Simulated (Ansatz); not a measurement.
Born–Oppenheimer molecular dynamics of H4O2Sn (7 atoms, charge 0, multiplicity 1). It starts at the highest image of a converged band. Of that band: Neighbouring images differ by up to 1.5 eV, so the band resolves the path poorly. A vibrational analysis at the climbing image gives one clearly imaginary mode, 1233i cm⁻¹: a first-order saddle point.

Computed with RKS B3LYP-D4/def2-SVP (Ansatz 0.2.0).

```json
{"ensemble": "NVE (velocity Verlet)", "time step": "0.5 fs", "steps asked": "200", "starting velocities drawn for": "300 K", "seed": "9475"}
```

First frame:

```xyz
7
Properties=species:S:1:pos:R:3
Sn 0.204 -0.042 -0.359
O 0.822 0.211 1.707
H 0.750 -0.567 2.287
H 1.770 0.042 0.452
O -0.882 1.582 -0.770
H -1.834 1.418 -0.707
H -0.924 -1.378 -0.406
```

**Question.** How far do the bonds stretch over the last three quarters of this one trajectory? (Pairs bonded in most of those frames.)

**Answer.** 
```
  bond  mean (Å)  spread (Å)  shortest  longest
Sn1–O2     2.044       0.110      1.88     2.21
Sn1–H4     1.789       0.086      1.62     1.96
Sn1–O5     2.004       0.043      1.93     2.07
Sn1–H7     1.734       0.022      1.69     1.77
 O2–H3     0.980       0.006      0.97     1.00
 O5–H6     0.973       0.005      0.96     0.98
```

Mean temperature of the second half: 2053 K. The conserved energy stayed within 0.16 meV per atom of its start (net change -0.021 meV per atom), so the integration is sound. The kinetic energy rose, since the run started high on the potential surface and went downhill. A run of 0.1 ps of so small a system gives no equilibrium averages. The orbitals stay closed-shell, which can raise the energy where a bond breaks towards radicals; this wasn't checked here.

Run time: 4 min on 1 thread of AMD EPYC 9R45 96-Core Processor (Zen 5) (shared host), peak memory 0.18 GiB.
